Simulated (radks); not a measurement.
Spherical jellium clusters: N electrons in a uniform positive sphere of charge N and radius rs N^(1/3), rs = 4.08 bohr. Method: non-relativistic Kohn-Sham, PBE, spin-polarised, spherical densities; computed with a radial shooting solver with Libxc functionals. Levels are named by radial order and angular momentum (1s, 1p, 1d, 2s, ...), and open shells are averaged over m.

N = 5, configuration 1s2 1p(up 3, down 0). This is the lowest configuration that the search found. Occupied and some empty levels:

level    occupation  eigenvalue (eV)  <r> (bohr)
1s up             1          -4.3933       5.004
1s down           1          -3.7238       4.517
1p up             3          -2.9860       6.051
1p down           0          -2.0249       6.058
1d up             0          -1.3049       7.359
2s up             0         -0.89253       8.805

Energy (eV): total -8.52526, kinetic 8.8604, external -113.33, Hartree 55.194, exchange-correlation -17.758, background 58.505.

Electron density:

r (bohr)  n(r) (e/bohr^3)
0.827            0.003993
1.72             0.004145
2.60             0.004281
3.49             0.004215
4.38             0.003780
5.26             0.002969
6.15             0.001981
7.04             0.001100
7.93            0.0005242
8.82            0.0002301
9.70           0.00009776
10.6           0.00004086
11.5           0.00001680
